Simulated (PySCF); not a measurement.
Calculation: PySCF with B3LYP-D3(BJ)/def2-TZVP // BP86-D3(BJ)/def2-SVP. Gas-phase values, no solvent. One relaxed conformer stands for a flexible species; it need not be the lowest. B3LYP has the VWN-RPA correlation part, as in Gaussian. 

Reference species: [Ti(NH2)4] (neutral, multiplicity 1).

```json
{
 "charge on the central atom (meta-Löwdin)": "1.25 e",
 "LUMO": "-0.98 eV",
 "HOMO": "-6.55 eV"
}
```

Changed species: [Ti(H)4] (4 of 4 NH2 replaced by H; the reference has 0 of 4 NH2 replaced by H).

**Question.** What does the change do to the charge on the central atom (meta-Löwdin), LUMO and HOMO?

**Answer.** the charge on the central atom (meta-Löwdin) falls by 0.23 e, to 1.02 e; the LUMO falls by 2.27 eV, to -3.25 eV; the HOMO drops by 2.08 eV, to -8.63 eV.
